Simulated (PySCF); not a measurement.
Match the barriers

Saddle point of GaH2Cl, closed shell (GaH₂Cl ([Cl][GaH2]) → GaH + HCl; bonds formed: Cl2–H3; bonds broken: Ga1–Cl2, Ga1–H3), PBE0-D4/def2-TZVP structure:

Ga1  (-0.708, 0.468, -0.227)
Cl2  (1.499, -0.863, 0.094)
H3  (0.664, -0.027, -1.042)
H4  (-1.455, 0.422, 1.175)
(Å)

Program: PySCF 2.14 with density fitting (its default auxiliary sets; JK sets also for MP2 and CCSD(T)). Basis: def2-TZVPP, with def2-QZVPP for the basis limit. Cores are frozen in the correlated methods. Filled d shells of the heavier atoms are correlated. The def2 sets are not built for correlating such inner shells, so the correlated values are less sure here. Extrapolation: Hartree–Fock as exp(−7.88 √X), correlation as X^−2.97. Four methods, as single points on the PBE0-D4 structures, gave these electronic barriers from the start structure: 46.51, 54.17, 59.79, 74.08 kcal/mol.

The methods were, in alphabetical order, CCSD(T), HF, PBE-D4, PBE0-D4. Which gave which? (Judge from chemistry; the calculation decides.)

Computed: PBE-D4 46.51; PBE0-D4 54.17; CCSD(T) 59.79; HF 74.08 kcal/mol. For comparison, CCSD(T) at an estimated basis limit (MP2 extrapolated from triple and quadruple zeta, plus CCSD(T) − MP2 in triple zeta) gives 57.00 kcal/mol.

T1 diagnostic: at most 0.016. The restricted Hartree–Fock reference is unstable towards an unrestricted one at one or more of these structures.

Labels in which every atom is bracketed show which atoms are joined, not bond orders.

For scale, one of the runs: CCSD(T)/def2-TZVPP, 118 basis functions, launched by `OMP_NUM_THREADS=4 python run.py`. The run took about 41 s on 4 CPU threads of an Arm Neoverse V1 (shared host).
